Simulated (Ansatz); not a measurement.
Reaction (formal exchange of groups at the In–F bond): `[F][In]([F])[Br]` + `NCOCN` → `[NH2][In]([F])[Br]` + `NCOCF`

Calculated with Ansatz (gas phase, PBE0-D4/def2-TZVP geometries, no zero-point term in ΔE). CCSD(T)/CBS is the MP2 limit (def2-TZVPP, def2-QZVPP) plus CCSD(T) − MP2 in def2-TZVPP, frozen cores. Functionals use def2-TZVPP. def2 core potentials past Kr. For Br, In outer-core shells are correlated without core-valence functions, which leaves a few kJ/mol of doubt a bond. Scalar relativity is left out up to krypton. One conformer a species, not always the lowest.

| level | ΔE (kJ/mol) |
| --- | --- |
| PBE | 28.9 |
| PBE0 | 28.8 |
| SCS-MP2/def2-TZVPP | 27.6 |
| HF/def2-QZVPP | 34.7 |

Question: What does CCSD(T)/CBS give? (Estimate.)

Answer: Computed: +29.3 kJ/mol. The listed levels differ from it by -0.4, -0.5, -1.7, 5.4 kJ/mol.

Largest T1 diagnostic among the species: 0.014.

In def2-TZVPP, CCSD(T) changes the Hartree–Fock value by −6.1 kJ/mol (the triples alone add −0.6 kJ/mol) and MP2 by −5.2 kJ/mol.
